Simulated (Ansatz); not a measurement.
Coupled-cluster run, `[CH3][Al@H-]1[OH+][Al@@H-]([CH3])[OH+]1`.

```yaml
crystal:
  periodic: [false, false, false]
  atoms:
    - {symbol: C, position_ang: [-1.364800, 2.043873, -0.574036]}
    - {symbol: Al, position_ang: [-0.817248, 0.997998, 0.978624]}
    - {symbol: O, position_ang: [0.989066, 0.547907, 0.989996]}
    - {symbol: Al, position_ang: [0.818491, -1.263513, 0.596039]}
    - {symbol: C, position_ang: [1.370155, -1.737542, -1.213755]}
    - {symbol: O, position_ang: [-0.987393, -0.820261, 0.627017]}
    - {symbol: H, position_ang: [-0.911829, 1.680622, -1.501899]}
    - {symbol: H, position_ang: [-1.081000, 3.095768, -0.465446]}
    - {symbol: H, position_ang: [-2.451412, 2.030190, -0.712402]}
    - {symbol: H, position_ang: [-1.246777, 1.382791, 2.459834]}
    - {symbol: H, position_ang: [1.569231, 0.849098, 1.689814]}
    - {symbol: H, position_ang: [1.271007, -2.097931, 1.870997]}
    - {symbol: H, position_ang: [1.033040, -1.007822, -1.956672]}
    - {symbol: H, position_ang: [0.981279, -2.716195, -1.515534]}
    - {symbol: H, position_ang: [2.460295, -1.800898, -1.293723]}
    - {symbol: H, position_ang: [-1.632104, -1.184105, 0.021157]}
basis:
  gaussian: {orbitals: def2-SVP}
correlation: {method: ccsd_t}
```

```sh
$ ansatz run in.yaml --threads 4 --pin off --events-out ev --progress --plain --max-ram 11315MiB
```

The program prints (abridged):

```
Functional definition: HF
1386 factors; integrals over basis functions are off by at most 1.3e-3 eV
mean field evaluation 1: about -19450.4021 eV, gradient 5.0e1 eV
mean field evaluation 2: about -19450.4125 eV, gradient 5.0e1 eV
mean field evaluation 4: about -19455.9547 eV, gradient 4.0e0 eV
mean field evaluation 8: about -19456.0074 eV, gradient 1.5e-4 eV
mean field -19456.00738216 eV, -714.9950835390 hartree, gradient 1.4e-6 eV, S^2 0.000000; 0 other end points of the search recorded, 0 dependent functions left out
14 core orbitals not correlated: weight in the atoms' cores, before any rotation towards them, 1.000 or more for the frozen orbitals, at most 0.000 for the correlated occupied ones
reference -19456.00738216 eV, -714.9950835390 hartree; 18, 18 occupied and 110, 110 virtual orbitals, 1386 factors
second order -22.06733247 eV of doubles, -0.00000000 eV of singles
cycle   1  -23.12480362 eV  change    -1.1e0 eV  update   9.8e-2
cycle   2  -23.69286164 eV  change   -5.7e-1 eV  update   2.8e-2
cycle   3  -23.80542918 eV  change   -1.1e-1 eV  update   1.2e-2
cycle   4  -23.80267970 eV  change    2.7e-3 eV  update   2.6e-3
cycle   5  -23.80278694 eV  change   -1.1e-4 eV  update   8.3e-4
cycle   6  -23.80288532 eV  change   -9.8e-5 eV  update   2.3e-4
cycle   7  -23.80278295 eV  change    1.0e-4 eV  update   8.3e-5
cycle   8  -23.80276565 eV  change    1.7e-5 eV  update   2.6e-5
perturbative correction -0.53571462 eV, -0.0196871492 hartree
Total energy: -19480.34586243 eV, -715.8895061917 hartree
```

Run time 20 s (4 threads of an Arm Neoverse V2 on a shared host); peak host memory 1.1 GiB.

The correlation energy is -24.338 eV, 2.2 % of it from (T); the T1 diagnostic reads 0.0096.
